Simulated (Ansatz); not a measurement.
Relaxation of Cl₂FH₄NZr (9 atoms, charge 0, multiplicity 1), to a largest force component of 0.03 eV/Å in at most 50 steps.

Theory: RHF/def2-SVP (Ansatz).

```xyz
9
Properties=species:S:1:pos:R:3
Zr -0.455 -0.160 -0.673
F 0.124 1.066 2.198
N 1.508 -0.287 -0.325
H 2.173 -0.920 -0.736
H 1.994 0.335 0.302
Cl -1.201 2.039 -1.200
Cl -1.027 -1.824 -2.267
H -1.273 -0.642 0.920
H -0.489 0.392 2.258
```

Task: Where does it end, and by what steps?

Result: The forces met the threshold. After 13 steps the energy has fallen by 0.146 eV; F2 moved furthest, 0.53 Å. Joined: Zr1–F2 (3.18 → 2.50 Å).

```csv
step,energy less start (eV),largest force component (eV/Å),accepted
0,0.0000,0.263,yes
1,0.0854,2.382,no
2,-0.0176,0.708,yes
3,-0.0380,0.636,yes
4,-0.0699,1.007,yes
5,-0.0850,1.455,yes
6,-0.1149,0.725,yes
7,-0.1354,0.131,yes
8,-0.1305,0.630,no
9,-0.1433,0.125,yes
10,-0.1448,0.100,yes
11,-0.1457,0.039,yes
12,-0.1457,0.031,no
13,-0.1458,0.004,yes
```

```xyz
9
Properties=species:S:1:pos:R:3
Zr -0.434 -0.114 -0.479
F 0.020 1.058 1.679
N 1.555 -0.340 -0.247
H 2.133 -0.921 -0.831
H 2.140 0.157 0.404
Cl -1.318 2.043 -1.063
Cl -0.918 -1.621 -2.251
H -1.361 -0.923 0.925
H -0.463 0.660 2.340
```

The run took 34 s on 2 threads of Arm Neoverse V1 (shared host), peak memory 0.26 GiB.
